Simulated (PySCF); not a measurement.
Si(Cl)(I)2(Me) (CH3ClI2Si), SMILES C[Si](I)(Cl)I.

Geometry: PBE0-D3(BJ)/def2-SVP. The def2 effective core potentials stand for the cores of I; spin–orbit coupling is left out.

The numbers are results of r2SCAN/def2-TZVP in PySCF, not measurements.

The total energy is -1385.37012 hartree, the point group is Cs and the highest occupied level is -6.83 eV. The lowest empty level comes out as -2.06 eV and the orbital gap is 4.77 eV. The dipole moment is 1.75 D and the quadrupole, principal values (traceless, Buckingham form, about the centre of nuclear charge) is -4.21, -0.75, 4.96 D·Å. The mean static polarisability comes out as 112.6 bohr³ (16.69 Å³). The polarisability, principal values is 94.5, 109.6, 133.7 bohr³.
